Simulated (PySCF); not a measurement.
**Basis and Hamiltonian dependence of the electron affinity of Tl**

Tl⁻ [Xe] 4f14 5d10 6s2 6p2 (3P) → Tl [Xe] 4f14 5d10 6s2 6p1 (2P). All values are computed (PySCF 2.14, energy differences of UHF-based or UKS calculations, no spin-orbit coupling). Values in eV.

```csv
basis,Hamiltonian,functions,UHF,LDA,PBE0,MP2 (valence),CCSD(T) (valence),CCSD(T) (valence and next inner shell)
aug-cc-pVDZ-PP with ECP60MDF,ECP,32,-0.001,0.603,0.419,0.216,0.271,n/a
aug-cc-pwCVDZ-PP with ECP60MDF,ECP,48,-0.003,0.598,0.418,0.214,0.270,0.248
def2-TZVPPD with the def2 core potential (60 electrons),ECP,56,-0.111,0.437,0.279,0.117,0.174,0.171
"aug-cc-pVTZ-PP with one added diffuse shell each of d, f type with ECP60MDF",ECP,67,-0.009,0.598,0.414,0.245,0.309,n/a
aug-cc-pVTZ-DK3,spin-free X2C,84,-0.011,0.599,0.415,0.240,0.305,n/a
def2-QZVPPD with the def2 core potential (60 electrons),ECP,88,-0.055,0.512,0.342,0.195,0.254,n/a
aug-cc-pVQZ-PP with ECP60MDF,ECP,92,-0.008,0.611,0.423,0.255,0.317,n/a
ANO-RCC-VTZP,spin-free X2C,93,-0.283,0.262,0.125,-0.079,-0.044,-0.016
"x2c-TZVPPall with one added diffuse shell each of s, p, d, f type",spin-free X2C,99,-0.008,0.590,0.410,0.242,0.306,0.301
"aug-cc-pVQZ-PP with one added diffuse shell each of s, p, d, f, g type with ECP60MDF",ECP,117,-0.008,n/a,0.433,0.257,n/a,n/a
aug-cc-pVQZ-DK3,spin-free X2C,118,-0.013,n/a,n/a,0.251,0.314,n/a
aug-cc-pwCVTZ-DK3,spin-free X2C,125,-0.015,0.596,0.412,0.238,0.303,n/a
"aug-cc-pwCVTZ-DK3 with one added diffuse shell each of s, d, f type",spin-free X2C,138,-0.015,0.597,0.412,0.239,n/a,n/a
aug-cc-pwCVQZ-PP with ECP60MDF,ECP,169,-0.010,n/a,n/a,n/a,n/a,n/a
```

Extrapolation of CCSD(T) (valence) from aug-cc-pVTZ-DK3 and aug-cc-pVQZ-DK3: the correlation parts are 0.316 and 0.327 eV; with the X⁻³ form and unrounded values, (4³ × 0.327 − 3³ × 0.316)/(4³ − 3³) = 0.334 eV, and adding the Hartree-Fock value -0.013 eV of the larger basis gives 0.321 eV.

Frozen in the all-electron rows: valence: [Xe] 4f14 5d10; valence and next inner shell: [Kr] 4d10 4f14; with a core potential, the same shells as far as they lie outside it.

Spin-orbit coupling is strong in these open shells (close to jj coupling), so the scalar numbers refer to model states.

In most of these bases the highest occupied level of the anion is positive at LDA, PBE0, so the basis helps to hold the electron.

Between the lowest levels the reference is 0.320 eV (measured; photodetachment measurements, as compiled on the Wikipedia data page of electron affinities); it includes spin-orbit coupling, which these numbers lack.
